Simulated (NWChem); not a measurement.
Molecule: sulfur trioxide (SO3); SMILES O=S(=O)=O

```xyz
4

O     -1.0277    -1.0277     0.0000
S      0.0000     0.0000     0.0000
O     -0.3762     1.4039     0.0000
O      1.4039    -0.3762     0.0000
```
Atoms are numbered in this order, from 1.

Coordinates come from a B3LYP/6-31G* (spherical d) optimisation.

Q: List the 4 lowest vertical singlet excitations from B3LYP/def2-TZVP, TDA (NWChem).

A: 
```tsv
state	energy (eV)	oscillator strength	leading excitation (squared amplitude)
S1	4.96	0.000	HOMO → LUMO (1.00)
S2	5.19	0.000	HOMO → LUMO+1 (1.00)
S3	6.43	0.000	HOMO−1 → LUMO+1 (0.99)
S4	6.43	0.000	HOMO−2 → LUMO+1 (0.99)
```
